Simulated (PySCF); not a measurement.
Work out the structure from these simulated measurements.

Elements present: C, H, O and Si. Monoisotopic mass: 150.0712 u.

- Rotational structure: rotational constants A, B, C: 1.226, 1.100, 1.059 GHz [PBE0-D3(BJ)/def2-SVP]
- 1H NMR: chemical shifts (computed TMS as zero) by class: 3.68 (9 H), 0.94 (3 H), 0.43 (2 H) ppm [GIAO KT2/pcSseg-1]
- Triplet: lowest triplet excitation (Tamm–Dancoff): 6.94 eV [TDA B3LYP/def2-SVPD]
- NMR, other nuclei: isotropic shieldings of nuclei other than C and H, by class: 298 (3 O), 400 (1 Si) ppm [GIAO KT2/pcSseg-1]
- UV, strongest line: among the 10 lowest singlet transitions: S8 at 7.82 eV (158 nm, f = 0.012) [TDDFT B3LYP/def2-SVPD]
- 13C NMR: chemical shifts (computed TMS as zero) by class: 52.3 (3 C), 8.9 (1 C), 4.0 (1 C) ppm [GIAO KT2/pcSseg-1]
- XPS: Si2p3/2 107.3, C1s 290.1, C1s 290.5, C1s 292.1 (×3), O1s 537.8 (×3), Si1s 1847.5 eV [ΔSCF SCAN, pcX-2 on the ionised atom, pcseg-1 elsewhere, spin-free X2C, 2p3/2 from a spin–orbit splitting computed afterwards within the 2p shell]
- Dipole: 1.10 D [B3LYP/def2-SVPD]
- Polarisability: 97.2 au [B3LYP/def2-SVPD]
- UV, first state: lowest singlet excitation: 7.05 eV (176 nm, f = 0.002) [TDDFT B3LYP/def2-SVPD]

Gas-phase values; electronic properties from PySCF, density fitting. Levels stand in brackets. Geometry: PBE0-D3(BJ)/def2-SVP, one conformer, isolated molecule. NMR classes are plain means over equivalent atoms (diastereotopic ones count apart unless rotation or inversion swaps them), as if these changed places fast.

**Question.** Which formula fits the mass and the elements?

**Answer.** C5H14O3Si (calculated 150.0712). No other formula that holds each of these elements comes within 0.0003 u with a fitting electron parity and a possible valence count.

**Question.** Propose a structure and show how it fits.

**Answer.** 5 carbons fall into 3 classes; from least to most shielded: carbon bonded to O and 3 H (52.3 ppm, 3 C), carbon bonded to C and 3 H (8.9 ppm), carbon bonded to C, Si and 2 H (4.0 ppm). Hydrogen classes from least to most shielded: 9 H on 3 like atoms (carbon bonded to O and 3 H) (3.68 ppm), 3 H on a carbon bonded to C and 3 H (0.94 ppm), 2 H on a carbon bonded to C, Si and 2 H (0.43 ppm). The other shieldings belong to: 298 ppm, oxygen bonded to C and Si; 400 ppm, silicon bonded to C and 3 O. The core levels belong to: Si2p3/2 107.3 eV, silicon bonded to C and 3 O; C1s 290.1 eV, carbon bonded to C, Si and 2 H; C1s 290.5 eV, carbon bonded to C and 3 H; C1s 292.1 eV, carbon bonded to O and 3 H; O1s 537.8 eV, oxygen bonded to C and Si; Si1s 1847.5 eV, silicon bonded to C and 3 O. One atom of each topological class was ionised and stands for its class. The optimised geometry has point group C1 and is an asymmetric top. Structure: SiEt(OMe)3, `CC[Si](OC)(OC)OC`. The assignments are read from this structure; whether some other isomer fits the data as well wasn't checked.
